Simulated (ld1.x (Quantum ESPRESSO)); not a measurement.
# u(r) = r·R(r): atom against pseudo-atom (Si)

Columns: radius, all-electron u(r) and pseudo u(r) of the 3s shell (level -28.66 eV) of silicon in the configuration [Ne] 3s2 3p0; LDA (PZ), scalar-relativistic, ultrasoft scheme, ld1.x (Quantum ESPRESSO) 7.5.

```json
{"r (bohr)": "0.078", "all-electron": "0.1854", "pseudo": "0.0222"}
{"r (bohr)": "0.155", "all-electron": "-0.0178", "pseudo": "0.0453"}
{"r (bohr)": "0.232", "all-electron": "-0.2276", "pseudo": "0.0704"}
{"r (bohr)": "0.310", "all-electron": "-0.3525", "pseudo": "0.0988"}
{"r (bohr)": "0.388", "all-electron": "-0.3853", "pseudo": "0.1310"}
{"r (bohr)": "0.465", "all-electron": "-0.3484", "pseudo": "0.1669"}
{"r (bohr)": "0.542", "all-electron": "-0.2655", "pseudo": "0.2070"}
{"r (bohr)": "0.620", "all-electron": "-0.1544", "pseudo": "0.2520"}
{"r (bohr)": "0.698", "all-electron": "-0.0306", "pseudo": "0.3008"}
{"r (bohr)": "0.775", "all-electron": "0.0938", "pseudo": "0.3521"}
{"r (bohr)": "0.852", "all-electron": "0.2137", "pseudo": "0.4055"}
{"r (bohr)": "0.930", "all-electron": "0.3260", "pseudo": "0.4608"}
{"r (bohr)": "1.008", "all-electron": "0.4268", "pseudo": "0.5159"}
{"r (bohr)": "1.085", "all-electron": "0.5135", "pseudo": "0.5686"}
{"r (bohr)": "1.162", "all-electron": "0.5874", "pseudo": "0.6184"}
{"r (bohr)": "1.240", "all-electron": "0.6492", "pseudo": "0.6643"}
{"r (bohr)": "1.318", "all-electron": "0.6986", "pseudo": "0.7046"}
{"r (bohr)": "1.395", "all-electron": "0.7359", "pseudo": "0.7376"}
{"r (bohr)": "1.472", "all-electron": "0.7629", "pseudo": "0.7631"}
{"r (bohr)": "1.550", "all-electron": "0.7807", "pseudo": "0.7807"}
{"r (bohr)": "1.628", "all-electron": "0.7899", "pseudo": "0.7899"}
{"r (bohr)": "1.705", "all-electron": "0.7916", "pseudo": "0.7916"}
{"r (bohr)": "1.782", "all-electron": "0.7869", "pseudo": "0.7869"}
{"r (bohr)": "1.860", "all-electron": "0.7766", "pseudo": "0.7766"}
{"r (bohr)": "1.938", "all-electron": "0.7616", "pseudo": "0.7616"}
{"r (bohr)": "2.015", "all-electron": "0.7429", "pseudo": "0.7429"}
```

Q: How many radial nodes do the two functions have?

A: The all-electron 3s function has n − l − 1 = 2; the pseudo-wave has 0, since the states of the same l below it are removed with the core.

Q: At about which radius was the pseudo-wave matched?

A: 1.55 bohr. The columns agree to 0.0005 from 1.47 bohr on; several derivatives are matched, so the curves merge somewhat inside the radius.

Q: Where does each function peak?

A: Outermost all-electron maximum near 1.71 bohr, pseudo maximum near 1.71 bohr (to the table’s step).

Q: Is the pseudo-wave norm-conserving?

A: No, it belongs to an ultrasoft set: the norm inside the radius is not constrained, and the difference is carried by the augmentation charge.
